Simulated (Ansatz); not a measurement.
Ansatz (an electronic-structure program) input:

Ansatz 0.2 input:
```yaml
crystal:
  periodic: [false, false, false]
  atoms:
    - {symbol: Sb, position_ang: [0.00108767, 0.04563180, 0.00046138]}
    - {symbol: H, position_ang: [-1.24162337, -1.13465111, -0.01431337]}
    - {symbol: H, position_ang: [1.18615228, -1.19257051, -0.00921681]}
basis:
  gaussian:
    orbitals: def2-TZVP
hamiltonian:
  xc: b3lyp
  dispersion: d3bj
total_charge: 1
phonons: {temperatures: {t_min: 298.15, t_max: 298.15, t_step: 100}}
```

Question: Predict the final energy.

Answer: -241.18621 Eh (B3LYP-D3(BJ)/def2-TZVP). The basis has 62 functions.
